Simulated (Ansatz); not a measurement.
Geometry optimisation, RKS PBE/cc-pVDZ (Ansatz).

input.yaml

```yaml
crystal:
  periodic: [false, false, false]
  atoms:
    - { symbol: Li, position_ang: [-0.00822, -0.52615, -2.58958] }
    - { symbol: S, position_ang: [1.30177, 0.60136, -1.29772] }
    - { symbol: C, position_ang: [0.59159, 0.46957, 0.37423] }
    - { symbol: C, position_ang: [1.3817, 1.21175, 1.43609] }
    - { symbol: H, position_ang: [-0.42424, 0.86604, 0.31033] }
    - { symbol: H, position_ang: [0.54383, -0.59559, 0.60997] }
    - { symbol: H, position_ang: [2.39986, 0.8144, 1.49082] }
    - { symbol: H, position_ang: [1.42478, 2.27862, 1.19383] }
    - { symbol: H, position_ang: [0.90836, 1.09411, 2.41067] }
basis:
  gaussian: { orbitals: cc-pVDZ }
hamiltonian:
  xc: pbe
relax:
  f_tol: 0.015
  max_steps: 40
```

Command:

```bash
$ ansatz run input.yaml --threads 1 --pin off --max-ram 2048MiB --backend cpu --events-out ev --progress --plain --runs-dir out
```

Q: Where does it end, and by what steps?

A: The forces met the threshold. After 4 steps the energy has fallen by 0.068 eV; Li1 moved furthest, 0.11 Å.

| step | energy less start (eV) | largest force component (eV/Å) | accepted |
| --- | --- | --- | --- |
| 0 | 0.0000 | 0.681 | yes |
| 1 | -0.0619 | 0.246 | yes |
| 2 | -0.0678 | 0.108 | yes |
| 3 | -0.0681 | 0.039 | yes |
| 4 | -0.0681 | 0.008 | yes |

```xyz
9
Properties=species:S:1:pos:R:3
Li 0.048 -0.508 -2.685
S 1.309 0.605 -1.304
C 0.557 0.451 0.391
C 1.385 1.212 1.425
H -0.480 0.848 0.371
H 0.498 -0.622 0.671
H 2.421 0.819 1.465
H 1.445 2.288 1.166
H 0.937 1.121 2.439
```

Whether the end is a true minimum wasn't checked by a vibrational analysis.

Run time: 32 s on 1 thread of Intel(R) Xeon(R) Processor @ 2.50GHz (Skylake/Cascade Lake), on a shared host, peak memory 0.14 GiB.
